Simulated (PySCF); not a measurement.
## Working out the excitation energy of Hf

Hf [Xe] 4f14 5d2 6s2 (3F) → Hf [Xe] 4f14 5d4 (5D). Computed with PySCF 2.14 in aug-cc-pVDZ-PP with ECP60MDF (5s5p4d2f, 54 functions), with scalar relativity through the core potential. Frozen: 5s2 5p6. Energies in hartree (1 hartree = 27.21139 eV):

```json
{"part": "UHF", "Hf (lower)": "-47.943256", "Hf (upper)": "-47.783687"}
{"part": "CCSD correlation", "Hf (lower)": "-0.058633", "Hf (upper)": "-0.042527"}
{"part": "(T)", "Hf (lower)": "-0.002763", "Hf (upper)": "-0.001883"}
```

Task: What does Hartree-Fock give?

Result: (-47.783687) − (-47.943256) = 0.159569 hartree = 4.342 eV.

Task: What do CCSD and CCSD(T) give?

Result: The CCSD correlation energies differ by 0.016106 hartree = 0.438 eV and the triples by 0.000880 hartree = 0.024 eV, so CCSD gives 4.780 eV and CCSD(T) 4.804 eV.

A double-zeta basis recovers only part of the correlation energy.
